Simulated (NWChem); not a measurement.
Species: C3H7FSi; SMILES C=C(F)C[SiH3]

```xyz
12

C      1.0242    -1.9690    -0.2958
C      0.1367    -1.0333     0.0285
F     -1.1540    -1.1717    -0.3827
C      0.3446     0.2342     0.7880
Si    -0.1103     1.8032    -0.2053
H      0.7329    -2.8346    -0.8799
H      2.0565    -1.8818     0.0213
H      1.3895     0.3045     1.1080
H     -0.2739     0.2290     1.6970
H      0.5251     1.7592    -1.5483
H     -1.5804     1.9358    -0.3641
H      0.3956     2.9941     0.5311
```
Atoms are numbered in this order, from 1.

All runs: NWChem. Structure relaxed at the B3LYP/6-31G* (spherical d) level. GIAO values for the isolated, static molecule; σ is the absolute isotropic shielding, δ = σ(reference) − σ with the isolated reference molecule computed at the same levels (13C: tetramethylsilane, 1H: tetramethylsilane, 29Si: tetramethylsilane).

Q: Estimate the computed values for PBE/pcSseg-1. Quantities: δ C2 (ppm); δ C4 (ppm); δ Si5 (ppm); δ H6 (ppm); δ H7 (ppm); δ H9 (ppm); δ H10 (rotor mean) (ppm).

A: 
```yaml
"δ C2 (ppm)": 176.3
"δ C4 (ppm)": 18.2
"δ Si5 (ppm)": -69.7
"δ H6 (ppm)": 4.53
"δ H7 (ppm)": 4.24
"δ H9 (ppm)": 2.00
"δ H10 (rotor mean) (ppm)": 4.07
```
